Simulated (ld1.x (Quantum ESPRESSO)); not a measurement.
**Building the ultrasoft potential for hydrogen (PBEsol, non-relativistic).**

* Element: H (Z = 1)
* Generator: ld1.x (Quantum ESPRESSO) 7.5
* Type: ultrasoft
* Functional: PBEsol
* Relativity: non-relativistic
* Frozen core: none
* Valence charge: 1
* Reference configuration: 1s1
* Partial waves: 1s (bound): rcut 1.35, rcutus 1.45 bohr; 1s channel at 0.5 Ry: rcut 1.35, rcutus 1.45 bohr; 2p channel at 0.2 Ry: rcut 1.00, rcutus 1.20 bohr; 2p channel at 2.6 Ry: rcut 1.00, rcutus 1.20 bohr
* Local potential: all-electron potential smoothed inside 1.30 bohr (lloc = -1)
* Core correction: none
* Augmentation charge: built from norm-conserving waves at rcut, not smoothed further

All-electron outer shells of the reference configuration (PBEsol, non-relativistic, ld1.x):

| shell | level (eV) | outermost node (bohr) | outermost maximum (bohr) |
| --- | --- | --- | --- |
| 1s | -6.33 | – | 1.05 |

Results:

* Cutoffs needed: 12 Ry and 18 Ry (the cutoffs (Ry, on a coarse ladder) from which the occupation-weighted sum of valence levels, in a spherical-Bessel basis at the reference potential, stays within 10 and 1 mRy of its value at 400 Ry)
* Ghost test: no extra level below or beside the all-electron valence levels (s, p, d, f tested) (spherical-Bessel basis up to 400 Ry, 20 bohr box)
* Lowest eigenvalue of the overlap operator: 0.98 (s channel)

Generation and tests took about 0.34 s on one core of a shared server CPU.
